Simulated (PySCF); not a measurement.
## BiN₂⁻, singlet: computed properties

Method: PBE0 in PySCF with Bi def2-TZVPD with ECP60, N def2-TZVPD; scalar-relativistic core potentials, no spin–orbit coupling; density-fitted integrals.

The structure is a minimum.

```xyz
3
charge -1 multiplicity 1, angstrom
Bi    0.0000    0.0000    0.0000
N     0.0000    0.0000    1.9312
N     0.0000    0.0000   -1.9312
```

- Point group: D∞h
- Bond lengths: Bi–N 1.931 Å (×2)
- Bond angles: N–Bi–N 180.0°
- Principal polarisabilities: 63.0, 63.0, 111.4 bohr³
- Enthalpy at 298.15 K above 0 K: 13.08 kJ/mol
- Zero-point energy: 10.2 kJ/mol
- Entropy at 298.15 K and 1 bar: 271.2 J/(mol K)
- Highest occupied level: -0.89 eV
- Lowest empty level: 2.82 eV
- Principal quadrupole moments (Buckingham, traceless) about the centre of mass: -26.49, 13.25, 13.25 D Å
- Rotational constants: 0.1614 cm⁻¹
- Rotational symmetry number: 2
- Dipole moment about the centre of mass: 0.00 D
- Heat capacity Cp at 298.15 K: 51.5 J/(mol K)

Harmonic modes (masses in u: Bi 208.980, N 14.003):
```tsv
symmetry	ω (cm⁻¹)	IR (km/mol, summed over degenerate members)	μ (u)	type
πu	93	78.9	15.74	bend
σg+	739	0.0	14.00	stretch
σu+	773	136	15.74	stretch
```

In D∞h the vibrations span πu + σg+ + σu+. The σg+ mode carries no infrared intensity, as symmetry demands. With a centre of inversion only u modes can be infrared active and only g modes Raman active.

Charges (e); Mulliken and Löwdin values are unreliable with diffuse functions:
```json
{"atom": "Bi1", "Mulliken": "0.59", "Löwdin": "0.60", "polar tensor": "0.40", "Mayer order to Bi1": "–"}
{"atom": "N2,3", "Mulliken": "-0.79", "Löwdin": "-0.80", "polar tensor": "-0.70", "Mayer order to Bi1": "2.03"}
```
Other Mayer orders above 0.3: N–N 0.60.

Mulliken populations on Bi1 (electrons outside its core potential): s 3.40, p 8.55, d 10.39, f 0.07.

Outer orbital energies (eV). occupied: -15.73, -14.86, -8.21, -2.90, -2.90, -2.84, -0.89, -0.89; empty: 2.82, 3.32, 3.32, 4.74.

Counting electrons, bismuth keeps none of its valence electrons outside its bonds, so the VSEPR class is AX2 and the expected shape is linear (D∞h), as computed.

Other isomers or separated fragments may lie lower. The lowest empty level of this anion is unbound, so it and the gap depend on the basis. Spin–orbit coupling, left out here, can matter for elements this heavy.

The final relaxation and frequency run took about 40 core-seconds on a shared host.
